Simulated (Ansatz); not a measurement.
Sn(N(SiH3)2)2 (Si₄SnN₂H₁₂) was relaxed with r2SCAN-D4 (def2-SVP) in Ansatz in these states: charge +1 doublet, neutral singlet. The geometries follow in no particular order.

In the def2 sets Sn takes a core potential; there is no spin–orbit coupling.

A:

```xyz
19

Sn    1.0222   -1.5338   -0.4449
N     1.2469   -0.0570    1.0075
Si    2.6230   -0.1234    2.0932
Si    0.0708    1.2471    1.1622
H     3.5036    1.0788    1.9649
H     3.4223   -1.3373    1.7294
H     2.2083   -0.2403    3.5254
H     0.5236    2.1058    2.3041
H    -1.2985    0.7462    1.4822
H     0.0073    2.1079   -0.0558
N    -0.7624   -0.6579   -1.2197
Si   -0.6105    0.4357   -2.5660
Si   -2.2608   -1.3437   -0.6594
H    -1.0457   -0.1712   -3.8664
H     0.8467    0.7810   -2.6951
H    -1.3897    1.6982   -2.3765
H    -3.2296   -0.3111   -0.1771
H    -1.9187   -2.2542    0.4888
H    -2.9590   -2.1710   -1.6969
```

B:

```tsv
atom	x (Å)	y (Å)	z (Å)
Sn1	-1.034	-1.379	-0.834
N2	-1.314	0.636	-0.742
Si3	-2.764	1.277	-1.574
Si4	-0.180	1.750	0.057
H5	-3.632	1.975	-0.588
H6	-3.455	0.075	-2.132
H7	-2.354	2.201	-2.666
H8	-0.731	3.127	-0.047
H9	1.161	1.665	-0.595
H10	-0.027	1.356	1.491
N11	0.842	-1.264	0.383
Si12	0.705	-1.556	2.158
Si13	2.412	-1.227	-0.502
H14	1.042	-2.997	2.354
H15	-0.709	-1.280	2.529
H16	1.685	-0.666	2.834
H17	3.275	-0.239	0.200
H18	2.101	-0.848	-1.906
H19	2.975	-2.606	-0.419
```

**Question.** Judge from the bond lengths which geometry belongs to which state (an estimate).

**Answer.** A is the neutral singlet (Sn1–N11 2.134 Å, N11–Si13 1.741 Å, N11–Si12 1.741 Å); B is the charge +1 doublet (Sn1–N11 2.239 Å, N11–Si13 1.803 Å, N11–Si12 1.803 Å).
